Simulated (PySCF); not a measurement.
# Telling isomers of C8H6FN apart by NMR

All values are calculated (PySCF 2.14.0 with density-fitted response routines): shielding tensors at PBE0/pcSseg-1 (GIAO), GFN2-xTB geometry. One computed conformer, no relativistic terms, averaged over atoms made equivalent by symmetry, fast rotation or ring inversion, no solvent model.

Chemical shifts δ = σref − σ; 1H (σref 31.72), 13C (σref 186.93) vs TMS, all at this level. Splittings of carbon signals by F and P are missing where no couplings were computed. Where no couplings were computed, multiplicities follow the n + 1 count of equivalent neighbours, and m marks all less simple cases (inequivalent or close neighbours, rings, F or P nearby). Shifts are as computed. Against solution values, carbons near 30 ppm lie about +3 ppm off and those near 130 ppm about +5 ppm (rms about the fit 2.1 ppm; single classes can miss by 10 ppm). Of 1328 compounds with measured shifts, 309 miss one by over three times the rms of a fit or turn the order of signals round; such compounds aren't used in these exercises. Signals without a measured value on file couldn't be tested in this way; 1H shifts scatter by 0.2 ppm about their fit, and single ones miss by 0.5 ppm.

(1) Tabulate the signals of `Fc1ccn2ccccc12`, `Cc1cc(C#N)ccc1F` and their relative energies.

(2) What is the quickest way to tell Fc1ccn2ccccc12 from Cc1cc(C#N)ccc1F?

## Answers

(1) 
```tsv
SMILES	carbon types	δC	δH	E rel. (kcal/mol)
Fc1ccn2ccccc12	2×C 6×CH	151.9, 127.6, 123.9, 123.2, 119.8, 117.4, 108.1, 107.8	7.89 (d, 1H), 7.72 (m, 1H), 7.08 (m, 1H), 6.88 (m, 1H), 6.84 (m, 1H), 6.73 (m, 1H)	6.1
Cc1cc(C#N)ccc1F	4×C 3×CH 1×CH3	173.5, 142.9, 139.4, 133.2, 124.0, 122.0, 113.2, 17.3	7.85 (m, 1H), 7.82 (m, 1H), 7.39 (m, 1H), 2.51 (s, 3H)	0.0
```

Energies are electronic energies at PBE0/pcSseg-1 on these geometries, without zero-point or thermal terms, each for the one conformer computed, which needn't be the lowest.

(2) Both give the same number of carbon signals, but DEPT or the intensities differ. The first has an aromatic carbon bearing fluorine (C) at 151.9 ppm, the second a methyl carbon on an aromatic ring (CH3) at 17.3 ppm. Their most deshielded carbons lie at 151.9 and 173.5 ppm.
